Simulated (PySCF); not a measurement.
PySCF input file for Al(Me)3 cation (C3H9Al), SMILES [CH3][Al]([CH3])[CH3] (connectivity only; charge and spin as stated), charge +1, multiplicity 2, TDA-PBE/def2-SVPD. The structure is a stationary point at B3LYP-D3(BJ)/def2-SVP. The spin state was assumed, not searched. The isomer is the one that the SMILES or the coordinates give; other isomers of the formula were not compared.

```python
import numpy as np
from pyscf import gto, scf, dft, tdscf

mol = gto.M(
    atom='''
    Al   -0.21802005    0.02379727   -0.15043070
    C    -1.27967315   -1.58350756   -0.08807395
    H    -0.76295484   -2.42047615   -0.58774930
    H    -2.23425082   -1.40190757   -0.61273644
    H    -1.50193010   -1.89000519    0.94734002
    C     0.01597652    1.82901418   -0.82264862
    H     0.91515339    1.90909574   -1.45465124
    H     0.09176934    2.56225020   -0.00388472
    H    -0.87732116    2.05657758   -1.43280764
    C     1.59921643   -0.27486036    1.13660503
    H     2.24277624    0.58846445    0.93965460
    H     1.89541546   -1.24497615    0.71492618
    H     1.05248429   -0.29226510    2.09021296
    ''',
    basis='def2-SVPD',
    charge=1,
    spin=1,
    max_memory=1600,
    verbose=4,
)
mf = dft.UKS(mol, xc='pbe').density_fit(auxbasis='def2-universal-jkfit')
mf.grids.level = 3
mf.conv_tol = 1e-9
mf.max_cycle = 100
mf.kernel()
fine, coarse = mf.grids, dft.Grids(mol).set(level=1).build(with_non0tab=True)
for _ in range(3):  # follow internal instabilities
    mf.grids = coarse
    mo, _, stable, _ = mf.stability(return_status=True, nroots=4)
    mf.grids = fine
    if stable:
        break
    mf.kernel(mf.make_rdm1(mo, mf.mo_occ))
mf.grids = dft.Grids(mol).set(level=1).build(with_non0tab=True)  # coarser grid for the response kernel
td = tdscf.TDA(mf)
td.nstates = 10
td.conv_tol = 1e-4
td.positive_eig_threshold = 1e-6
td.kernel(x0=td.get_init_guess(mf, 15))
td.analyze()
```

Log of the run:

```
PySCF version 2.14.0

[INPUT] verbose = 4
[INPUT] num. atoms = 13
[INPUT] num. electrons = 39
[INPUT] charge = 1
[INPUT] spin (= nelec alpha-beta = 2S) = 1
[INPUT] symmetry False subgroup None
[INPUT] Mole.unit = angstrom
[INPUT] Symbol           X                Y                Z      unit          X                Y                Z       unit  Magmom
[INPUT]  1 Al    -0.218020050000   0.023797270000  -0.150430700000 AA   -0.411998184164   0.044970322812  -0.284272823727 Bohr   0.0
[INPUT]  2 C     -1.279673150000  -1.583507560000  -0.088073950000 AA   -2.418231782459  -2.992395604578  -0.166435644209 Bohr   0.0
[INPUT]  3 H     -0.762954840000  -2.420476150000  -0.587749300000 AA   -1.441775693011  -4.574037014542  -1.110685206905 Bohr   0.0
[INPUT]  4 H     -2.234250820000  -1.401907570000  -0.612736440000 AA   -4.222122143385  -2.649221359255  -1.157904058141 Bohr   0.0
[INPUT]  5 H     -1.501930100000  -1.890005190000   0.947340020000 AA   -2.838236547241  -3.571592183107   1.790213184640 Bohr   0.0
[INPUT]  6 C      0.015976520000   1.829014180000  -0.822648620000 AA    0.030191247224   3.456335878146  -1.554580588551 Bohr   0.0
[INPUT]  7 H      0.915153390000   1.909095740000  -1.454651240000 AA    1.729389269067   3.607668094174  -2.748892450359 Bohr   0.0
[INPUT]  8 H      0.091769340000   2.562250200000  -0.003884720000 AA    0.173418919232   4.841951140612  -0.007341056871 Bohr   0.0
[INPUT]  9 H     -0.877321160000   2.056577580000  -1.432807640000 AA   -1.657896715686   3.886368380121  -2.707614028784 Bohr   0.0
[INPUT] 10 C      1.599216430000  -0.274860360000   1.136605030000 AA    3.022081066605  -0.519410802899   2.147872218503 Bohr   0.0
[INPUT] 11 H      2.242776240000   0.588464450000   0.939654600000 AA    4.238232852282   1.112036644543   1.775689845688 Bohr   0.0
[INPUT] 12 H      1.895415460000  -1.244976150000   0.714926180000 AA    3.581816111667  -2.352663955115   1.351014679482 Bohr   0.0
[INPUT] 13 H      1.052484290000  -0.292265100000   2.090212960000 AA    1.988907058507  -0.552300994769   3.949930036416 Bohr   0.0

nuclear repulsion = 148.626281964039
number of shells = 70
number of NR pGTOs = 222
number of NR cGTOs = 156
basis = def2-SVPD
ecp = {}


[settings echo left out]
init E= -361.353217114367
  alpha nocc = 20  HOMO = -0.283033242393452  LUMO = -0.0819560955556642
  beta  nocc = 19  HOMO = -0.346205668083393  LUMO = -0.283033242393452

WARN: HOMO -0.283033242393452 >= LUMO -0.283033242393452

cycle= 1 E= -361.272024896498  delta_E= 0.0812  |g|= 0.431  |ddm|= 2.85
  alpha nocc = 20  HOMO = -0.374918730009737  LUMO = -0.253180821714399
  beta  nocc = 19  HOMO = -0.384679076354471  LUMO = -0.3699905408773
  HOMO = -0.37491873001  LUMO = -0.369990540877  gap/eV = 0.13410
cycle= 2 E= -360.89359675033  delta_E= 0.378  |g|= 0.789  |ddm|= 1.74
  alpha nocc = 20  HOMO = -0.403001035965662  LUMO = -0.256089618516527
  beta  nocc = 19  HOMO = -0.460451502459422  LUMO = -0.362791938511024
  HOMO = -0.403001035966  LUMO = -0.362791938511  gap/eV = 1.09415
cycle= 3 E= -361.336525592563  delta_E= -0.443  |g|= 0.249  |ddm|= 1.23
  alpha nocc = 20  HOMO = -0.443455158019666  LUMO = -0.248010463941672
  beta  nocc = 19  HOMO = -0.449047367509076  LUMO = -0.397749492352693
  HOMO = -0.44345515802  LUMO = -0.397749492353  gap/eV = 1.24371
cycle= 4 E= -361.379897568141  delta_E= -0.0434  |g|= 0.0399  |ddm|= 0.32
  alpha nocc = 20  HOMO = -0.44638957529309  LUMO = -0.244399226459584
  beta  nocc = 19  HOMO = -0.439431675794581  LUMO = -0.397818546932076
  HOMO = -0.439431675795  LUMO = -0.397818546932  gap/eV = 1.13235
cycle= 5 E= -361.380339926592  delta_E= -0.000442  |g|= 0.0374  |ddm|= 0.136
  alpha nocc = 20  HOMO = -0.446043659232016  LUMO = -0.245283857118953
  beta  nocc = 19  HOMO = -0.441047104427906  LUMO = -0.396771928958133
  HOMO = -0.441047104428  LUMO = -0.396771928958  gap/eV = 1.20479
cycle= 6 E= -361.381118875006  delta_E= -0.000779  |g|= 0.016  |ddm|= 0.0659
  alpha nocc = 20  HOMO = -0.448262341160876  LUMO = -0.246356963272618
  beta  nocc = 19  HOMO = -0.442539472342162  LUMO = -0.396690464148465
  HOMO = -0.442539472342  LUMO = -0.396690464148  gap/eV = 1.24762
cycle= 7 E= -361.381313376447  delta_E= -0.000195  |g|= 0.00221  |ddm|= 0.0284
  alpha nocc = 20  HOMO = -0.447770693846432  LUMO = -0.245990617659351
  beta  nocc = 19  HOMO = -0.442214534378009  LUMO = -0.396161405698757
  HOMO = -0.442214534378  LUMO = -0.396161405699  gap/eV = 1.25317
cycle= 8 E= -361.381316901867  delta_E= -3.53e-06  |g|= 0.00101  |ddm|= 0.00674
  alpha nocc = 20  HOMO = -0.447914578447832  LUMO = -0.246156912951305
  beta  nocc = 19  HOMO = -0.442339788865944  LUMO = -0.396307733166497
  HOMO = -0.442339788866  LUMO = -0.396307733166  gap/eV = 1.25260
cycle= 9 E= -361.38131768821  delta_E= -7.86e-07  |g|= 0.000126  |ddm|= 0.00246
  alpha nocc = 20  HOMO = -0.447909503033101  LUMO = -0.246129949980687
  beta  nocc = 19  HOMO = -0.442313196968232  LUMO = -0.396288984148243
  HOMO = -0.442313196968  LUMO = -0.396288984148  gap/eV = 1.25238
cycle= 10 E= -361.381317702255  delta_E= -1.4e-08  |g|= 4.75e-05  |ddm|= 0.000333
  alpha nocc = 20  HOMO = -0.447904987767694  LUMO = -0.246131575428209
  beta  nocc = 19  HOMO = -0.442316541907726  LUMO = -0.396288614314321
  HOMO = -0.442316541908  LUMO = -0.396288614314  gap/eV = 1.25248
cycle= 11 E= -361.381317704301  delta_E= -2.05e-09  |g|= 1.4e-05  |ddm|= 0.000111
  alpha nocc = 20  HOMO = -0.447906255269832  LUMO = -0.246131897819613
  beta  nocc = 19  HOMO = -0.442318232148128  LUMO = -0.396288296320984
  HOMO = -0.442318232148  LUMO = -0.396288296321  gap/eV = 1.25254
cycle= 12 E= -361.381317704412  delta_E= -1.11e-10  |g|= 9.02e-06  |ddm|= 3.08e-05
  alpha nocc = 20  HOMO = -0.447906584985967  LUMO = -0.246131419985643
  beta  nocc = 19  HOMO = -0.442316333579363  LUMO = -0.396290751511333
  HOMO = -0.442316333579  LUMO = -0.396290751511  gap/eV = 1.25242
Extra cycle  E= -361.381317704288  delta_E= 1.24e-10  |g|= 1.65e-05  |ddm|= 3.07e-05
converged SCF energy = -361.381317704288  <S^2> = 0.75287867  2S+1 = 2.0028766
tot grids = 44144
uhf_internal: lowest eigs of H = [0.74152916 0.75574805 0.76223824 0.76770124]
<class 'pyscf.df.df_jk.DFUKS'> wavefunction is stable in the internal stability analysis
tot grids = 44144
Overwritten attributes  positive_eig_threshold  of <class 'pyscf.tdscf.uks.TDA'>


******** <class 'pyscf.tdscf.uks.TDA'> for <class 'pyscf.df.df_jk.DFUKS'> ********
nstates = 10
deg_eia_thresh = 1.000e-03
wfnsym = None
conv_tol = 0.0001
eigh lindep = 1e-12
eigh level_shift = 0
eigh max_cycle = 100


Excitation energies (eV)
[1.56133522 3.60440556 3.61908489 3.78914113 3.87089693 4.03447658
 4.86889831 4.91358125 5.12465636 5.38422375]

** Excitation energies and oscillator strengths **
Excited State   1:      1.56134 eV    794.09 nm  f=0.0269
      19b ->   20b      0.98532
Excited State   2:      3.60441 eV    343.98 nm  f=0.0002
      16b ->   20b      0.99509
Excited State   3:      3.61908 eV    342.58 nm  f=0.0119
      17b ->   20b      0.96174
      18b ->   20b     -0.24988
Excited State   4:      3.78914 eV    327.21 nm  f=0.0002
      15b ->   20b      0.99781
Excited State   5:      3.87090 eV    320.30 nm  f=0.0174
      14b ->   20b      0.86096
      17b ->   20b     -0.11392
      18b ->   20b     -0.48190
Excited State   6:      4.03448 eV    307.31 nm  f=0.1420
      20a ->   22a     -0.10429
      14b ->   20b      0.50365
      17b ->   20b      0.21901
      18b ->   20b      0.79859
Excited State   7:      4.86890 eV    254.65 nm  f=0.0034
      13b ->   20b     -0.99671
Excited State   8:      4.91358 eV    252.33 nm  f=0.0012
      12b ->   20b      0.99664
Excited State   9:      5.12466 eV    241.94 nm  f=0.0000
      19a ->   21a      0.34012
      20a ->   21a      0.46341
      19b ->   21b     -0.81599
Excited State  10:      5.38422 eV    230.27 nm  f=0.0007
      19a ->   21a     -0.61275
      20a ->   21a      0.76374
      19b ->   21b      0.17825

** Transition electric dipole moments (AU) **
state          X           Y           Z        Dip. S.      Osc.
  1        -0.2004     -0.7808      0.2294      0.7024      0.0269
  2        -0.0298     -0.0306     -0.0138      0.0020      0.0002
  3         0.2191      0.2929     -0.0060      0.1338      0.0119
  4        -0.0123      0.0069     -0.0382      0.0017      0.0002
  5         0.3384     -0.0727      0.2534      0.1840      0.0174
  6        -0.8713      0.3963     -0.7217      1.4370      0.1420
  7        -0.0675     -0.1486      0.0415      0.0283      0.0034
  8        -0.0503      0.0698      0.0538      0.0103      0.0012
  9        -0.0022      0.0007      0.0054      0.0000      0.0000
 10         0.0449     -0.0275     -0.0517      0.0054      0.0007

** Transition velocity dipole moments (imaginary part, AU) **
state          X           Y           Z        Dip. S.      Osc.
  1         0.0003      0.0186     -0.0084      0.0004      0.0048
  2        -0.0001     -0.0017     -0.0044      0.0000      0.0001
  3         0.0067      0.0129     -0.0001      0.0002      0.0011
  4         0.0034     -0.0029     -0.0090      0.0001      0.0005
  5         0.0135     -0.0011      0.0079      0.0002      0.0012
  6        -0.0291      0.0120     -0.0250      0.0016      0.0073
  7        -0.0038     -0.0070      0.0024      0.0001      0.0003
  8        -0.0029      0.0029      0.0029      0.0000      0.0001
  9        -0.0000     -0.0001     -0.0001      0.0000      0.0000
 10         0.0007     -0.0005     -0.0016      0.0000      0.0000

** Transition magnetic dipole moments (imaginary part, AU) **
state          X           Y           Z
  1        -0.2914      0.2105      0.4654
  2         0.1762      0.0034      0.0978
  3        -0.0290      0.0369      0.1245
  4        -0.1222      0.0518     -0.0938
  5        -0.0316      0.0149      0.0484
  6        -0.0017      0.0155      0.0113
  7         0.3415     -0.3995     -0.5638
  8        -0.4143     -0.6641      0.2115
  9        -0.1217      0.0859     -0.1128
 10         0.3948      0.4460      0.0504
```

The calculation finished and met its thresholds.

Cost: about 4 core-minutes (a rough figure).
